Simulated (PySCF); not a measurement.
ClH₅OSi₂, SMILES O[Si@@H]([SiH3])Cl. Atoms are numbered in the order given.

```xyz
9

O      0.7029     1.7826    -0.2856
Si     0.0248     0.4607     0.4610
Si    -1.7514    -0.2506    -0.8827
Cl     1.4009    -1.1140     0.5690
H      1.4544     2.2080     0.1468
H     -0.3410     0.7695     1.8731
H     -1.2255    -0.5995    -2.2329
H     -2.3674    -1.4598    -0.2634
H     -2.7865     0.8169    -1.0071
```

Geometry: B3LYP-D3(BJ)/def2-SVP. The structure was generated by enumeration; whether it is a known compound was not checked. The values are those of a single conformer.

Two levels are set side by side: PBE/pcSseg-1 (PySCF) and B3LYP/pcSseg-1 (PySCF). GIAO shifts against H2O (¹⁷O), HCl (³⁵Cl), TMS (²⁹Si), TMS (¹H) at the same level; non-relativistic, no solvent, atoms listed together averaged. Without spin–orbit terms, shifts of atoms bonded to Cl or Br come out too high at both levels. Differences are taken from unrounded values.

```tsv
quantity	B3LYP
δ(¹⁷O) of O1 (ppm)	67.1
δ(²⁹Si) of Si2 (ppm)	14.0
δ(²⁹Si) of Si3 (ppm)	-102.5
δ(³⁵Cl) of Cl4 (ppm)	77.0
δ(¹H) of H5 (ppm)	2.43
δ(¹H) of H6 (ppm)	6.16
```

Q: What does PBE give, and how far is it from B3LYP? (The exact figures need the calculation; the answer reports its results.)

A: 
```json
[
 {"quantity": "δ(¹⁷O) of O1 (ppm)", "PBE": "75.7", "PBE minus B3LYP": "8.6"},
 {"quantity": "δ(²⁹Si) of Si2 (ppm)", "PBE": "17.3", "PBE minus B3LYP": "3.4"},
 {"quantity": "δ(²⁹Si) of Si3 (ppm)", "PBE": "-108.1", "PBE minus B3LYP": "-5.6"},
 {"quantity": "δ(³⁵Cl) of Cl4 (ppm)", "PBE": "105.5", "PBE minus B3LYP": "28.4"},
 {"quantity": "δ(¹H) of H5 (ppm)", "PBE": "2.38", "PBE minus B3LYP": "-0.05"},
 {"quantity": "δ(¹H) of H6 (ppm)", "PBE": "6.60", "PBE minus B3LYP": "0.44"}
]
```

Rough cost on one machine, each run with all the roots and properties that it gave: B3LYP against PBE within a factor of 2.
